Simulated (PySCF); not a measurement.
TiFH3, SMILES [F][TiH3], multiplicity 1.

The structure is a stationary point at PBE-D3(BJ)/def2-TZVP. The spin state was assumed, not searched. The structure was generated by enumeration; whether it is a known compound was not checked.

The numbers are results of PBE-D3(BJ)/def2-TZVP (PySCF), not measurements.

Frequencies are harmonic and unscaled.

Modes within 1.5 cm⁻¹ of each other (mostly degenerate sets) share a row, with their intensities summed.

| mode | ν (cm⁻¹) | IR (km/mol) | moving atoms (share of kinetic energy) |
|---|---|---|---|
| 1–2 | 422 | 65.7 | H 86 % |
| 3 | 535 | 90.5 | H 87 %, F 13 % |
| 4–5 | 589 | 138.5 | H 99 % |
| 6 | 791 | 240.0 | F 60 %, Ti 31 %, H 9 % |
| 7–8 | 1698 | 603.9 | H 97 % |
| 9 | 1727 | 57.3 | H 100 % |
